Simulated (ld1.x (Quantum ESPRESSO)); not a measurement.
An all-electron radial function and its pseudo partner (V)

Columns: radius, all-electron u(r) and pseudo u(r) of the 4s shell (level -27.76 eV) of vanadium in the configuration [Ne] 3s2 3p6 3d2 4s0 4p0; PBE, scalar-relativistic, PAW scheme, ld1.x (Quantum ESPRESSO) 7.5.

```json
{"r (bohr)": "0.080", "all-electron": "0.0229", "pseudo": "0.1978"}
{"r (bohr)": "0.160", "all-electron": "-0.1976", "pseudo": "0.3822"}
{"r (bohr)": "0.240", "all-electron": "-0.2170", "pseudo": "0.5412"}
{"r (bohr)": "0.320", "all-electron": "-0.0966", "pseudo": "0.6649"}
{"r (bohr)": "0.400", "all-electron": "0.0672", "pseudo": "0.7468"}
{"r (bohr)": "0.480", "all-electron": "0.2145", "pseudo": "0.7840"}
{"r (bohr)": "0.560", "all-electron": "0.3184", "pseudo": "0.7772"}
{"r (bohr)": "0.640", "all-electron": "0.3720", "pseudo": "0.7305"}
{"r (bohr)": "0.720", "all-electron": "0.3788", "pseudo": "0.6505"}
{"r (bohr)": "0.800", "all-electron": "0.3472", "pseudo": "0.5455"}
{"r (bohr)": "0.880", "all-electron": "0.2866", "pseudo": "0.4245"}
{"r (bohr)": "0.960", "all-electron": "0.2063", "pseudo": "0.2960"}
{"r (bohr)": "1.040", "all-electron": "0.1141", "pseudo": "0.1672"}
{"r (bohr)": "1.120", "all-electron": "0.0163", "pseudo": "0.0438"}
{"r (bohr)": "1.200", "all-electron": "-0.0823", "pseudo": "-0.0707"}
{"r (bohr)": "1.280", "all-electron": "-0.1781", "pseudo": "-0.1748"}
{"r (bohr)": "1.360", "all-electron": "-0.2685", "pseudo": "-0.2684"}
{"r (bohr)": "1.440", "all-electron": "-0.3519", "pseudo": "-0.3523"}
{"r (bohr)": "1.520", "all-electron": "-0.4270", "pseudo": "-0.4271"}
{"r (bohr)": "1.600", "all-electron": "-0.4935", "pseudo": "-0.4935"}
{"r (bohr)": "1.680", "all-electron": "-0.5512", "pseudo": "-0.5512"}
{"r (bohr)": "1.760", "all-electron": "-0.6001", "pseudo": "-0.6001"}
{"r (bohr)": "1.840", "all-electron": "-0.6404", "pseudo": "-0.6404"}
{"r (bohr)": "1.920", "all-electron": "-0.6727", "pseudo": "-0.6727"}
{"r (bohr)": "2.000", "all-electron": "-0.6974", "pseudo": "-0.6974"}
{"r (bohr)": "2.080", "all-electron": "-0.7150", "pseudo": "-0.7150"}
```

Problem. How many radial nodes do the two functions have?

Solution. The all-electron 4s function has n − l − 1 = 3; the pseudo-wave has 1, since 1 lower shell of the same l stays in the valence.

Problem. At about which radius was the pseudo-wave matched?

Solution. 1.60 bohr. The columns agree to 0.0005 from 1.36 bohr on; several derivatives are matched, so the curves merge somewhat inside the radius.

Problem. Is the pseudo-wave norm-conserving?

Solution. No, it belongs to a PAW set: the norm inside the radius is not constrained, and the difference is carried by the augmentation charge.
